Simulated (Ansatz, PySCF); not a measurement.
O$_{3}$Re (SMILES [O]=[Re+](=[O])=[O]), charge +1, singlet, at a GFN2-xTB geometry (such geometries of metal compounds can be far from the true shape) (the multiplicity is a formal guess) (core potentials on Re). Base run: WB97X-V/def2-SVP (PySCF).

Here is a job for PySCF.
```python
from pyscf import gto, scf, dft

mol = gto.Mole()
mol.atom = '''
    Re    0.094108   -0.078918   -0.121251
    O    -1.309138   -0.854278    0.307620
    O    -0.428148    1.448316   -0.507280
    O     0.855022    0.145817    1.336389
'''
mol.basis = 'def2-svp'
mol.ecp = {'Re': 'def2-svp'}
mol.charge = 1
mol.spin = 0
mol.verbose = 4
mol.build()

mf = dft.RKS(mol)
mf.xc = 'wb97x_v'
mf.kernel()
```

The same geometry, method and basis name were run in Ansatz (a first-principles code) and PySCF, at each program's defaults and at the settings that a row names. The base is PySCF at its defaults. Differences at the defaults can come from grids, fitting, cores and function types together.

```
code and settings                                                               ΔE vs base (mEh)  basis functions      E (Eh)  SCF cycles
------------------------------------------------------------------------------  ----------------  ---------------  ----------  ----------
PySCF, defaults (exact integrals, its default grid, spherical functions)                   0.000               74  -303.30748          13
Ansatz, defaults (factorised integrals, its default grid, spherical functions)             0.014               74  -303.30746           -
PySCF, density fitting with def2-universal-jkfit                                           0.011               74  -303.30747          13
PySCF, fine grid                                                                           0.001               74  -303.30748          13
Ansatz, high accuracy                                                                      0.001               74  -303.30748           -
```
